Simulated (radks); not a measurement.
Species: Zr. Configuration: [Kr] 4d3 5s1 (not the ground configuration).

Calculated with a radial shooting solver on a logarithmic mesh with Libxc functionals: scalar-relativistic Kohn-Sham, BLYP, spin-unpolarised, spherical densities, finite nucleus; Fermi nuclear charge, rms radius 4.2694 fm.

Energy parts (eV):
| part | energy |
|---|---|
| total | -97932.549 |
| kinetic | 100697.834 |
| electron-nucleus | -235869.196 |
| Hartree | 40354.242 |
| exchange-correlation | -3115.430 |

Orbitals (lengths in bohr, moments of r in powers of bohr; r(90%) holds 90 % of the orbital's charge):
orbital,occ.,eigenvalue (eV),<r^2>,r(90%)
1s,2,-17826.11,0.001853,0.0664
2s,2,-2467.920,0.03117,0.251
2p,6,-2200.880,0.02454,0.231
3s,2,-402.1925,0.2412,0.679
3p,6,-315.2183,0.2491,0.700
3d,10,-172.3673,0.2479,0.728
4s,2,-52.2804,1.679,1.78
4p,6,-30.3391,2.187,2.06
4d,3,-2.2098,8.324,4.33
5s,1,-3.7705,17.42,5.85

The highest occupied level is 4d at -2.210 eV. Summed over all electrons, <r^2> = 63.54 bohr^2, which gives a Langevin (diamagnetic) susceptibility term of -50.3 x 10^-6 cm^3/mol. The density falls to 0.001 e/bohr^3 at r = 4.95 bohr.
